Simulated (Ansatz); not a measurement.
Ansatz (a first-principles code) input (B3LYP-D3(BJ)/def2-TZVP):

Ansatz 0.2 input:
```yaml
crystal:
  periodic: [false, false, false]
  atoms:
    - {symbol: Hf, position_ang: [0.12228311, -0.00523979, -0.02792606]}
    - {symbol: F, position_ang: [-0.69893607, 1.39751621, -1.06527194]}
    - {symbol: F, position_ang: [-0.27932883, -1.35559791, 1.28868040]}
basis:
  gaussian:
    orbitals: def2-TZVP
hamiltonian:
  xc: b3lyp
  dispersion: d3bj
magnetization: {spin_polarized: true, initial_magnetization: 2}
phonons: {temperatures: {t_min: 298.15, t_max: 298.15, t_step: 100}}
```

Output:

```
Functional definition: B3LYP
integrals: 0.03 GiB planned
685 factors; their error is unknown
mean field: 0.33 GiB planned
mean field evaluation 1: about -6740.5454 eV, gradient 4.0e1 eV
mean field evaluation 2: about -6711.9556 eV, gradient 1.1e2 eV
mean field evaluation 4: about -6745.4819 eV, gradient 2.1e0 eV
mean field evaluation 8: about -6745.5034 eV, gradient 4.7e-2 eV
mean field evaluation 16: about -6745.5284 eV, gradient 1.7e-5 eV
mean field evaluation 32: about -6745.5284 eV, gradient 4.4e-9 eV
mean field -6745.52843917 eV, -247.8935978561 hartree, gradient 4.4e-9 eV, S^2 2.001298; 1 other end points of the search recorded, 0 dependent functions left out
the calculation of the forces begins
reference -6745.52866716 eV, -247.8936062347 hartree; 16, 14 occupied and 86, 88 virtual orbitals, 685 factors
these checks for a lower state are left out or cut short: stability, starts, cluster_reference, orbital_swaps, neighbouring_geometries, increment
integrals: 0.03 GiB planned
685 factors; their error is unknown
mean field: 0.34 GiB planned
mean field -6745.52839286 eV, -247.8935961544 hartree, gradient 1.4e-6 eV, S^2 2.001298; 0 other end points of the search recorded, 0 dependent functions left out
the calculation of the forces begins
reference -6745.52862084 eV, -247.8936045325 hartree; 16, 14 occupied and 86, 88 virtual orbitals, 685 factors
these checks for a lower state are left out or cut short: stability, starts, cluster_reference, orbital_swaps, neighbouring_geometries, increment
integrals: 0.03 GiB planned
685 factors; their error is unknown
mean field: 0.33 GiB planned
mean field -6745.52839047 eV, -247.8935960664 hartree, gradient 1.7e-6 eV, S^2 2.001298; 0 other end points of the search recorded, 0 dependent functions left out
the calculation of the forces begins
reference -6745.52861847 eV, -247.8936044454 hartree; 16, 14 occupied and 86, 88 virtual orbitals, 685 factors
these checks for a lower state are left out or cut short: stability, starts, cluster_reference, orbital_swaps, neighbouring_geometries, increment
integrals: 0.03 GiB planned
685 factors; their error is unknown
mean field: 0.34 GiB planned
mean field -6745.52838891 eV, -247.8935960090 hartree, gradient 2.2e-6 eV, S^2 2.001299; 0 other end points of the search recorded, 0 dependent functions left out
the calculation of the forces begins
reference -6745.52861691 eV, -247.8936043878 hartree; 16, 14 occupied and 86, 88 virtual orbitals, 685 factors
these checks for a lower state are left out or cut short: stability, starts, cluster_reference, orbital_swaps, neighbouring_geometries, increment
integrals: 0.03 GiB planned
685 factors; their error is unknown
mean field: 0.34 GiB planned
mean field evaluation 64: about -6745.5016 eV, gradient 6.2e-4 eV
mean field -6745.52837138 eV, -247.8935953650 hartree, gradient 2.1e-6 eV, S^2 2.001297; 0 other end points of the search recorded, 0 dependent functions left out
the calculation of the forces begins
reference -6745.52859937 eV, -247.8936037433 hartree; 16, 14 occupied and 86, 88 virtual orbitals, 685 factors
these checks for a lower state are left out or cut short: stability, starts, cluster_reference, orbital_swaps, neighbouring_geometries, increment
integrals: 0.03 GiB planned
685 factors; their error is unknown
mean field: 0.34 GiB planned
mean field -6745.52842989 eV, -247.8935975150 hartree, gradient 1.2e-6 eV, S^2 2.001298; 0 other end points of the search recorded, 0 dependent functions left out
the calculation of the forces begins
reference -6745.52865788 eV, -247.8936058937 hartree; 16, 14 occupied and 86, 88 virtual orbitals, 685 factors
these checks for a lower state are left out or cut short: stability, starts, cluster_reference, orbital_swaps, neighbouring_geometries, increment
integrals: 0.03 GiB planned
685 factors; their error is unknown
mean field: 0.34 GiB planned
mean field -6745.52843264 eV, -247.8935976161 hartree, gradient 8.9e-7 eV, S^2 2.001299; 0 other end points of the search recorded, 0 dependent functions left out
the calculation of the forces begins
reference -6745.52866062 eV, -247.8936059944 hartree; 16, 14 occupied and 86, 88 virtual orbitals, 685 factors
Total energy: -6745.58662374 eV, -247.8957360994 hartree
Atom 0 at     0.122283    -0.005240    -0.027926 Å, force     0.000366    -0.000016    -0.000083 eV/Å
Atom 1 at    -0.698936     1.397516    -1.065272 Å, force    -0.000181    -0.000002     0.000050 eV/Å
Atom 2 at    -0.279329    -1.355598     1.288680 Å, force    -0.000184     0.000018     0.000033 eV/Å
Dipole moment:     0.263458    -0.011289    -0.060166 e Å
Vibrations: 85.02 601.34 621.52 cm⁻¹, zero-point energy 0.081078 eV
```

This is an excited triplet: at this geometry the singlet lies 0.63 eV lower at RI-MP2/CBS(def2-TZVPPD,def2-QZVPPD)+[CCSD(T)-MP2]/def2-TZVPPD.
